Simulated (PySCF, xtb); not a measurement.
GeH₅Si, SMILES [SiH2][GeH3] (connectivity only; charge and spin as stated), charge +1, multiplicity 1.

Harmonic wavenumbers (cm⁻¹) from GFN2-xTB (xtb) at its own minimum, in rising order: 12, 262, 317, 379, 463, 559, 677, 789, 809, 811, 2014, 2080, 2089, 2251, 2269.

What does PySCF 2.14.0 with PBE-D3(BJ)/def2-TZVP give at its own minimum? (The exact figures need the calculation; the answer reports its results.)

62, 258, 328, 328, 544, 621, 694, 806, 819, 927, 2074, 2138, 2163, 2178, 2221. Paired by order, the mean absolute difference is 49 cm⁻¹ and the zero-point energies are 22.6 and 23.1 kcal/mol.
